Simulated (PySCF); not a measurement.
Compound: aminodimethylborane, C₂H₈BN.
SMILES with atom numbers: `[CH3:1][B:2]([CH3:3])[NH2:4]`

Theory: delta-SCF UKS SCAN, pcX-2 on the ionised atom, pcseg-1 elsewhere, spin-free X2C (PySCF). Each binding energy is the total energy of the core-ionised species, with the hole localised on one atom, minus that of the ground state; both are solved self-consistently, so orbital relaxation is included.

One binding energy is withheld.

| atom(s) | bonded to | level | binding energy (eV) |
| --- | --- | --- | --- |
| B2 | N and 2 C | B 1s | 195.25 |
| C1/C3 | 3 H and B | C 1s | ? |
| N4 | 2 H and B | N 1s | 404.93 |

Q: Fill in C 1s for C1/C3.

A: 289.77 eV (sp3 carbon bound to boron).

Q: Express the binding energy of C 1s of C1/C3 in atomic units and per mole.

A: 289.77 eV = 10.6489 Eh = 27959 kJ/mol.

The first atom of each set that the bonding makes equivalent was ionised and stands for the set. Isolated species at its PBE0-D3(BJ)/def2-SVP geometry, gas phase.

Conformer computed: `[CH3:1][B:2]([CH3:3])[NH2:4]`: H–N4–B2–C1 180°, H–N4–B2–C1 -1°.
